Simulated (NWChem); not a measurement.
System: TaOF2 cation; SMILES [O]=[Ta+]([F])[F]

Output (shortened):

```
             Northwest Computational Chemistry Package (NWChem) 7.3.0
             --------------------------------------------------------

 CS  symmetry detected

                             Geometry "geometry" -> ""
                             -------------------------

 Output coordinates in angstroms (scale by  1.889725989 to convert to a.u.)

  No.       Tag          Charge          X              Y              Z
 ---- ---------------- ---------- -------------- -------------- --------------
    1 Ta                  73.0000     0.04700261     0.19450973     0.00000000
    2 O                    8.0000     1.48271050    -0.71253397     0.00000000
    3 F                    9.0000    -0.84960416    -0.47216324     1.45754900
    4 F                    9.0000    -0.84960416    -0.47216324    -1.45754900

 Effective nuclear repulsion energy (a.u.)     602.9004165719

      Symmetry information
      --------------------

 Group name             Cs
 Group number              2
 Group order               2
 No. of unique centers     3

 Summary of "ao basis" -> "ao basis" (spherical)
 ------------------------------------------------------------------------------
       Tag                 Description            Shells   Functions and Types
 ---------------- ------------------------------  ------  ---------------------
 Ta                        def2-tzvp                14       40   6s4p3d1f
 O                         def2-tzvp                11       31   5s3p2d1f
 F                         def2-tzvp                11       31   5s3p2d1f

      Symmetry analysis of basis
      --------------------------

        a'         79
        a"         54

            General Information
            -------------------
          SCF calculation type: DFT
          Wavefunction type:  closed shell.
          No. of atoms     :     4
          No. of electrons :    38
           Alpha electrons :    19
            Beta electrons :    19
          Charge           :     1
          Spin multiplicity:     1
          Use of symmetry is: on ; symmetry adaption is: on
          Maximum number of iterations: 150
          AO basis - number of functions:   133
                     number of shells:    47
          Convergence on energy requested:  1.00D-06
          Convergence on density requested:  1.00D-05
          Convergence on gradient requested:  5.00D-04

              XC Information
              --------------
                    Becke 1988 Exchange Functional  1.000
                Perdew 1981 Correlation Functional  1.000 local
                Perdew 1986 Correlation Functional  1.000 non-local

             Grid Information
             ----------------
          Grid used for XC integration:  medium
          Radial quadrature: Mura-Knowles
          Angular quadrature: Lebedev.
          Tag              B.-S. Rad. Rad. Pts. Rad. Cut. Ang. Pts.
          ---              ---------- --------- --------- ---------
          Ta                  1.45      123           8.0       590
          O                   0.60       49           8.0       434
          F                   0.50       49           8.0       434
          Grid pruning is: on
          Number of quadrature shells:   221
          Spatial weights used:  Erf1

      Superposition of Atomic Density Guess
      -------------------------------------

 Sum of atomic energies:        -335.53433777

 Renormalizing density from      39.00 to     38

      Non-variational initial energy
      ------------------------------

 Total energy =    -324.696968
 1-e energy   =    -738.620937
 2-e energy   =     271.786628
 HOMO         =      -0.846125
 LUMO         =      -0.367143

      Symmetry analysis of molecular orbitals - initial
      -------------------------------------------------

  Numbering of irreducible representations:

     1 a'          2 a"

  Orbital symmetries:

     1 a'          2 a"          3 a'          4 a'          5 a'
     6 a"          7 a'          8 a'          9 a"         10 a'
    11 a'         12 a"         13 a'         14 a"         15 a'
    16 a"         17 a'         18 a"         19 a'         20 a'
    21 a'         22 a"         23 a'         24 a"         25 a'
    26 a'         27 a"         28 a'         29 a'

     ---------------------------------------------
      Total Density - Mulliken Population Analysis
     ---------------------------------------------

    Atom       Charge   Shell Charges
 -----------   ------   -------------------------------------------------------
    1 Ta  13     9.42  -0.03 -0.34  1.44  0.94  0.18  0.01  2.30  3.01  0.75  0.03  0.46  0.51  0.02  0.13
    2 O    8     9.28   0.80  1.18  0.66  1.01  0.28  2.30  2.32  0.71  0.00  0.02  0.00
    3 F    9     9.65   0.78  1.20  0.65  1.02  0.30  2.57  2.39  0.73  0.00  0.01  0.00
    4 F    9     9.65   0.78  1.20  0.65  1.02  0.30  2.57  2.39  0.73  0.00  0.01  0.00

[...]
```

Level: BP86/def2-TZVP with def2 effective core potentials on Ta. Structure relaxed at the PBE-D3(BJ)/def2-SVP level. This spin state was assumed; another may lie lower. def2 effective core potentials on Ta; no spin-orbit coupling.

Write an input that gives this output.

Several could match; the one computed here: the input that was run:
```
start job
memory heap 200 mb stack 900 mb global 1100 mb
charge 1
geometry units angstroms noautoz
  Ta     0.025309     0.167734     0.000000
  O      1.409390    -0.816291     0.000000
  F     -0.906336    -0.449027    -1.457549
  F     -0.906336    -0.449027     1.457549
end
basis spherical
  * library def2-tzvp
end
ecp
  Ta library def2-ecp
end
dft
  xc becke88 perdew86
  iterations 150
  mulliken
end
task dft energy
```
